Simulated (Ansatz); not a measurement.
Gas-phase electronic energies from Ansatz, PBE0-D4/def2-TZVP geometries. CBS: MP2 limit from def2 TZ/QZ plus the TZ coupled-cluster correction, frozen cores. This one scheme is used for every species. DFT in def2-TZVPP. B3LYP here is the variant with VWN-RPA as its local correlation; programs differ in this. For Br outer-core shells are correlated without core-valence functions, which leaves a few kJ/mol of doubt a bond. Scalar relativity is left out up to krypton. One conformer a species, not always the lowest.

Reaction (hydrogenolysis of the Si–Br bond): `O[SiH](Br)[O][AlH2]` + H₂ → `O[SiH2][O][AlH2]` + HBr

| level | ΔE (eV) |
| --- | --- |
| PBE-D4 | 0.98 |
| B3LYP-D4 | 0.95 |
| ωB97M-V | 0.97 |
| MP2/def2-TZVPP | 1.01 |
| CCSD(T)/def2-TZVPP | 0.90 |
| MP2/def2-QZVPP | 1.05 |
| MP2/CBS(def2) | 1.09 |
| CCSD/CBS(def2) | 0.94 |

Q: What does CCSD(T)/CBS give? (Best estimate.)

A: The calculation gave: +0.98 eV. The listed levels differ from it by 0.00, -0.03, -0.01, 0.03, -0.08, 0.07, 0.11, -0.04 eV.

Largest T1 diagnostic among the species: 0.012.

The D4 term adds +0.11 eV with B3LYP and +0.06 eV with PBE0; it sums over pairs of atoms, weighted by their polarisabilities, and B3LYP, whose exchange is more repulsive, gets the larger term. In def2-TZVPP, CCSD(T) changes the Hartree–Fock value by +0.10 eV (the triples alone add +0.04 eV) and MP2 by +0.21 eV.
